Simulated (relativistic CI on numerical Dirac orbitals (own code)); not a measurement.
Calculated at this level of theory: Dirac-Coulomb-Breit CI, separate exchange-only KLI orbitals for each configuration, model QED, unscaled Slater integrals (own radial code, finite nucleus).

CI space (outside the closed core 1s2): 2s²2p⁴, 2s2p⁵, 2p⁶, 2p⁵3s, 2p⁵3p, 2p⁵3d, 2s²2p³3s, 2s²2p³3p, 2s²2p³3d, 2s2p⁴3s, 2s2p⁴3p, 2s2p⁴3d, 2s²2p³4s, 2s²2p³4p, 2s²2p³4d, 2s²2p³4f, 2s2p⁴4s, 2s2p⁴4p, 2s2p⁴4d, 2s2p⁴4f, 2s²2p²3s², 2s²2p²3s3p, 2s²2p³5s, 2s²2p³5p, 2s²2p³5d, 2s²2p³5f, 2s²2p³5g, 2s²2p²3s3d, 2s²2p²3p², 2s²2p²3p3d, 2s2p³3s², 2s²2p²3d², 2s2p³3s3p, 2s2p³3s3d, 2s2p³3p², 2s2p⁴5s. Levels of other configurations are missing.

At this charge energies of transitions that change n are usually good to better than 1 %, and those within a shell (Δn = 0) to a few per cent.

Outline of the computed level scheme of Sb XLIV. Lowest level of each configuration: 2s²2p⁴ ³P2 at 0.00 eV; 2s2p⁵ ³P°2 at 500.51 eV; 2p⁶ ¹S0 at 1081.95 eV; 2s²2p³3s ³P°2 at 3934.32 eV; 2s²2p³3p ³P1 at 4005.42 eV; 2s²2p³3d ³D°2 at 4157.17 eV.

Some strong electric-dipole decays among the lowest 45 levels: 2s²2p³3s ³D°3 → 2s²2p⁴ ³P2 (3.3e+14 s⁻¹); 2s²2p³3d ³D°1 → 2s²2p⁴ ¹S0 (2.8e+14 s⁻¹); 2s²2p³3d ³D°2 → 2s²2p⁴ ³P2 (1.5e+14 s⁻¹); 2s²2p³3s ³D°3 → 2s²2p⁴ ³P2 (1.1e+14 s⁻¹); 2s²2p³3d ³D°1 → 2s²2p⁴ ³P2 (5.5e+13 s⁻¹); 2s²2p³3s ⁵S°2 → 2s²2p⁴ ³P2 (5.5e+13 s⁻¹); 2s²2p³3s ¹D°2 → 2s²2p⁴ ¹D2 (3.8e+13 s⁻¹); 2s²2p³3s ³S°1 → 2s²2p⁴ ³P1 (3.6e+13 s⁻¹).

LS names give the leading component of a level, which can be under half, so a name can repeat, a term be missing and a line seem to break the LS rules.
